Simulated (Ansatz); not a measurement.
B16N16H36, a nanocrystal cut from zinc blende BN (hydrogen-capped), 68 atoms. Hardware: 2 threads of AMD EPYC 7R13 on a shared host and a share (18 GiB) of an NVIDIA H100 80GB HBM3.

Single mean-field runs in def2-SVP are fitted with def2-universal-jkfit.

**Question.** How many basis functions does each of these Ansatz runs have, and roughly what does it cost? PBE-D4/def2-SVP, charge 0 singlet, relaxation, 6 steps; PBE-D4/def2-SVP, charge 1 doublet at the geometry of the charge 0 singlet, energy, from earlier orbitals; PBE-D4/def2-SVP, charge 0 singlet, energy and forces, from earlier orbitals; PBE-D4/def2-SVP, charge 0 triplet at the geometry of the charge 0 singlet, energy, from earlier orbitals; PBE0-D4/def2-SVP, charge 0 singlet, energy, from earlier orbitals; PBE-D4/def2-SVP, charge -1 doublet at the geometry of the charge 0 singlet, energy, from earlier orbitals; PBE0-D4/def2-SVP, charge 0 triplet at the geometry of the charge 0 singlet, energy; PBE0-D4/def2-SVP, charge 1 doublet at the geometry of the charge 0 singlet, energy; PBE0-D4/def2-SVP, charge -1 doublet at the geometry of the charge 0 singlet, energy; r2SCAN-D4/def2-SVP, charge 0 singlet, energy, from earlier orbitals.

**Answer.** Other jobs shared the machine, so times can vary by a factor of up to 3.

| run | functions | fitting or Cholesky vectors | wall time | peak host memory (GiB) |
| --- | --- | --- | --- | --- |
| r2SCAN-D4/def2-SVP, charge 0 singlet, energy, from earlier orbitals | 628 | 3080 | 6.5 s | 1.2 |
| PBE-D4/def2-SVP, charge 0 singlet, energy and forces, from earlier orbitals | 628 | 3080 | 9 s | 1.1 |
| PBE0-D4/def2-SVP, charge 0 singlet, energy, from earlier orbitals | 628 | 3080 | 9 s | 1.1 |
| PBE-D4/def2-SVP, charge -1 doublet at the geometry of the charge 0 singlet, energy, from earlier orbitals | 628 | 3080 | 9 s | 1.2 |
| PBE0-D4/def2-SVP, charge -1 doublet at the geometry of the charge 0 singlet, energy | 628 | 3080 | 12 s | 1.3 |
| PBE-D4/def2-SVP, charge 1 doublet at the geometry of the charge 0 singlet, energy, from earlier orbitals | 628 | 3080 | 13 s | 1.3 |
| PBE-D4/def2-SVP, charge 0 triplet at the geometry of the charge 0 singlet, energy, from earlier orbitals | 628 | 3080 | 14 s | 1.3 |
| PBE0-D4/def2-SVP, charge 1 doublet at the geometry of the charge 0 singlet, energy | 628 | 3080 | 19 s | 1.4 |
| PBE0-D4/def2-SVP, charge 0 triplet at the geometry of the charge 0 singlet, energy | 628 | 3080 | 19 s | 1.4 |
| PBE-D4/def2-SVP, charge 0 singlet, relaxation, 6 steps | 628 | 3080 | 43 s | 1.2 |
